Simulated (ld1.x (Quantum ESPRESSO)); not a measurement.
# nitrogen: variants of one RRKJ potential

Base potential:

```json
{
  "Element": "nitrogen",
  "Generator": "ld1.x (Quantum ESPRESSO) 7.5",
  "Type": "norm-conserving RRKJ (Kleinman–Bylander form)",
  "Functional": "PBE",
  "Relativity": "scalar-relativistic",
  "Frozen core": "[He]",
  "Valence charge": "5",
  "Reference configuration": "2s2 2p2 (charge +1)",
  "Partial waves": "2s (bound): rc 1.05 bohr; 2p (bound): rc 1.85 bohr",
  "Local potential": "all-electron potential smoothed inside 1.00 bohr (lloc = -1)",
  "Core correction": "a·sin(br)/r model core, default radius (core density twice the valence density)"
}
```

Cutoffs, loose and tight: the cutoffs (Ry, on a coarse ladder) from which the occupation-weighted sum of valence levels, in a spherical-Bessel basis at the reference potential, stays within 10 and 1 mRy of its value at 400 Ry. They do not see the model core or the augmentation charge, which bear on the density cutoff. Test errors are all-electron minus pseudo excitation energies from the reference, over the configurations 2s2 2p3; 2s2 2p1; 2s2 2p0; 2s1 2p3; 2s2 2p2.5; 2s1 2p4; 2s0 2p5. A dash means not determined; rows that change the core or the reference have their own tests.

| change | outcome | cutoff, loose | cutoff, tight | bound ghosts | largest test error (meV) |
| --- | --- | --- | --- | --- | --- |
| base | generated | 70 Ry | 90 Ry | none | +1043 |
| all radii but the core radius scaled by about 0.82 (s 0.86, p 1.52 bohr); local potential all-electron potential smoothed inside 0.82 bohr (lloc = -1) | generated | 80 Ry | 110 Ry | none | +549 |
| all radii but the core radius scaled by about 0.95 (s 1.00, p 1.76 bohr); local potential all-electron potential smoothed inside 0.96 bohr (lloc = -1) | generated | 80 Ry | 100 Ry | none | +864 |
| all radii but the core radius scaled by about 1.05 (s 1.10, p 1.94 bohr); local potential all-electron potential smoothed inside 1.04 bohr (lloc = -1) | generated | 70 Ry | 90 Ry | none | +1259 |
| all radii but the core radius scaled by about 1.11 (s 1.16, p 2.06 bohr); local potential all-electron potential smoothed inside 1.10 bohr (lloc = -1) | generated | 60 Ry | 80 Ry | none | +1656 |
| all radii but the core radius scaled by about 1.20 (s 1.26, p 2.22 bohr); local potential all-electron potential smoothed inside 1.20 bohr (lloc = -1) | generated | 50 Ry | 70 Ry | none | +2159 |
| all radii but the core radius scaled by about 1.26 (s 1.32, p 2.32 bohr); local potential all-electron potential smoothed inside 1.26 bohr (lloc = -1) | generated | 45 Ry | 60 Ry | none | +2356 |
| all radii but the core radius scaled by about 1.32 (s 1.38, p 2.44 bohr); local potential all-electron potential smoothed inside 1.32 bohr (lloc = -1) | generated | 40 Ry | 55 Ry | none | +3009 |
| all radii but the core radius scaled by about 1.39 (s 1.46, p 2.58 bohr); local potential all-electron potential smoothed inside 1.40 bohr (lloc = -1) | generated | 40 Ry | 50 Ry | none | +3517 |

Task: What comes out with this change to the base: all radii but the core radius scaled by about 0.77 (s 0.80, p 1.42 bohr); local potential all-electron potential smoothed inside 0.76 bohr (lloc = -1)?

Result: outcome: generated; cutoff, loose: 60 Ry; cutoff, tight: 90 Ry; bound ghosts: none; largest test error (meV): +428.

Task: What comes out with this change to the base: all radii but the core radius scaled by about 0.91 (s 0.96, p 1.68 bohr); local potential all-electron potential smoothed inside 0.92 bohr (lloc = -1)?

Result: outcome: generated; cutoff, loose: 80 Ry; cutoff, tight: 110 Ry; bound ghosts: none; largest test error (meV): +788.

Reading the sweep of the scale of all radii but the core radius (base = 1) (base included, trends over the rows without a ghost): The loose cutoff falls from 60 Ry at 0.77 to 40 Ry at 1.39, with one reversal. A larger radius leaves more room for a smooth pseudo-wave, so fewer plane waves are needed; a smaller one forces it to follow the all-electron wave where it bends sharply. The median size of the test errors (rows with all tests solved) rises from 41.4 meV at 0.77 to 490.9 meV at 1.39. More of the atom is replaced by a form fitted at one configuration, so other configurations suffer as the radius grows.
